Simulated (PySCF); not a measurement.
How methods differ on the excitation energy of Xe(2+)

Xe(2+) [Kr] 4d10 5s2 5p4 (3P) → Xe(2+) [Kr] 4d10 5s1 5p5 (3P), as a difference of total energies. All numbers are calculated (PySCF 2.14, the spin-free X2C one-electron Hamiltonian (Gaussian nucleus), in aug-cc-pwCVTZ-DK3). Correlated levels: valence: [Kr] 4d10 frozen. The calculations carry no spin-orbit coupling.

```tsv
method	excitation energy (eV)
UHF	14.005
MP2 (valence)	12.988
SCS-MP2 (valence)	12.851
CCSD (valence)	12.080
CCSD(T) (valence)	11.725
```

**Question.** How much does correlation contribute at CCSD(T) (valence)?

**Answer.** 11.725 − (14.005) = -2.280 eV, measured against UHF.

A first-order spin-orbit estimate (lowest level to lowest level, LS coupling) adds -0.021 eV.

The coupled-cluster amplitudes are large for the upper state (T1 above 0.03 or a double amplitude above 0.15), so a single reference is strained.
